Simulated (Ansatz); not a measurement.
Relaxation of C2H7AlClN (12 atoms, charge 0, multiplicity 1), to a largest force component of 0.03 eV/Å in at most 50 steps.

Theory: Ansatz 0.2.0, RKS PBE0/def2-SVP.

```xyz
12
Properties=species:S:1:pos:R:3:forces:R:3
Al -0.794 1.728 -0.684 2.25 -2.96 1.34
H 0.641 2.307 -0.558 0.02 1.41 -0.42
N -0.033 0.057 -0.023 0.03 -0.05 0.02
C -0.799 -1.150 0.199 0.02 0.02 0.02
C 1.471 -0.169 0.339 -3.36 1.83 -1.24
H 1.794 0.854 0.098 1.12 -0.22 0.29
Cl -2.745 2.201 -1.251 0.01 -0.03 0.02
H -0.761 -1.487 1.256 0.00 -0.01 -0.02
H -1.864 -1.006 -0.047 -0.04 0.03 -0.03
H -0.441 -2.003 -0.414 0.00 0.01 0.01
H 1.600 -0.413 1.404 -0.04 -0.01 0.01
H 1.932 -0.922 -0.318 -0.01 -0.02 0.01
```

Problem. Where does it end, and by what steps?

Solution. The forces met the threshold. After 8 steps the energy has fallen by 1.274 eV; H2 moved furthest, 0.60 Å.

```json
{"step": "0", "energy less start (eV)": "0.0000", "largest force component (eV/Å)": "3.359", "accepted": "yes"}
{"step": "1", "energy less start (eV)": "-0.9095", "largest force component (eV/Å)": "1.904", "accepted": "yes"}
{"step": "2", "energy less start (eV)": "-1.2015", "largest force component (eV/Å)": "0.974", "accepted": "yes"}
{"step": "3", "energy less start (eV)": "-1.2496", "largest force component (eV/Å)": "0.163", "accepted": "yes"}
{"step": "4", "energy less start (eV)": "-1.2506", "largest force component (eV/Å)": "0.492", "accepted": "yes"}
{"step": "5", "energy less start (eV)": "-1.2679", "largest force component (eV/Å)": "0.194", "accepted": "yes"}
{"step": "6", "energy less start (eV)": "-1.2727", "largest force component (eV/Å)": "0.155", "accepted": "yes"}
{"step": "7", "energy less start (eV)": "-1.2742", "largest force component (eV/Å)": "0.047", "accepted": "yes"}
{"step": "8", "energy less start (eV)": "-1.2744", "largest force component (eV/Å)": "0.007", "accepted": "yes"}
```

```xyz
12
Properties=species:S:1:pos:R:3
Al -0.558 1.625 -0.608
H 0.438 2.831 -0.781
N 0.006 0.050 -0.014
C -0.828 -1.112 0.177
C 1.390 -0.179 0.330
H 1.992 0.731 0.173
Cl -2.606 1.826 -1.076
H -0.820 -1.453 1.230
H -1.872 -0.893 -0.097
H -0.489 -1.966 -0.443
H 1.508 -0.475 1.391
H 1.840 -0.985 -0.282
```

Run time: 37 s on 2 threads of Intel(R) Xeon(R) Platinum 8259CL CPU @ 2.50GHz (Skylake/Cascade Lake), on a shared host, peak memory 0.28 GiB.
